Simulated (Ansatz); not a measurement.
Consider the isomerisation: `N[SiH2][SiH](O)F` → `O[SiH](F)N[SiH3]`.

Computed with Ansatz on PBE0-D4/def2-TZVP structures; ΔE is electronic, products minus reactants. CBS: MP2 limit from def2 TZ/QZ plus the TZ coupled-cluster correction, frozen cores. Functionals use def2-TZVPP. B3LYP here is the variant with VWN-RPA as its local correlation; programs differ in this. Each species was taken in one conformer, which may not be the lowest.

`N[SiH2][SiH](O)F`:

Cartesian coordinates in Å:
```
N -0.934 0.443 -1.330
Si 0.575 0.797 -0.536
Si 0.575 -0.726 1.258
O -0.876 -1.482 1.151
F 0.699 0.075 2.641
H -1.009 -0.426 -1.840
H -1.371 1.182 -1.861
H 1.789 0.691 -1.401
H 0.478 2.203 -0.063
H 1.615 -1.779 1.312
H -1.540 -0.977 0.669
```

`O[SiH](F)N[SiH3]`:

Z-matrix (Å, degrees):
```
Si
F 1 1.597
N 1 1.705 2 103.7
O 1 1.628 2 111.6 3 122.1
H 1 1.472 2 108.1 3 -123.2
Si 3 1.737 1 128.4 2 -10.9
H 3 1.010 1 116.4 2 172.6
H 4 0.959 1 118.2 2 -67.5
H 6 1.486 3 112.2 1 73.5
H 6 1.484 3 111.0 1 -47.7
H 6 1.486 3 106.9 1 -167.4
```

```csv
level,ΔE (kJ/mol),difference from CCSD(T)/CBS
PBE-D4,-76.7,26.9
r2SCAN-D4,-96.6,7.0
PBE0-D4,-87.4,16.2
B3LYP-D4,-97.6,6.0
ωB97X-V,-97.8,5.8
ωB97M-V,-104.3,-0.7
B2PLYP,-103.6,0.0
PBE,-76.5,27.1
r2SCAN,-96.6,7.0
PBE0,-87.3,16.3
B3LYP,-97.4,6.2
HF/def2-TZVPP,-123.6,-20.0
MP2/def2-TZVPP,-111.2,-7.6
SCS-MP2/def2-TZVPP,-112.6,-9.0
CCSD/def2-TZVPP,-107.8,-4.2
CCSD(T)/def2-TZVPP,-104.9,-1.3
HF/def2-QZVPP,-125.3,-21.7
MP2/def2-QZVPP,-111.1,-7.5
SCS-MP2/def2-QZVPP,-112.4,-8.8
HF/CBS(def2),-125.6,-22.0
MP2/CBS(def2),-110.0,-6.4
CCSD/CBS(def2),-106.5,-2.9
CCSD(T)/CBS,-103.6,0
```

Largest T1 diagnostic among the species: 0.012.

In def2-TZVPP, CCSD(T) changes the Hartree–Fock value by +18.8 kJ/mol (the triples alone add +2.9 kJ/mol) and MP2 by +12.4 kJ/mol. From PBE to PBE0 (25 % exact exchange), in def2-TZVPP and without D4, ΔE moves by −10.8 kJ/mol.
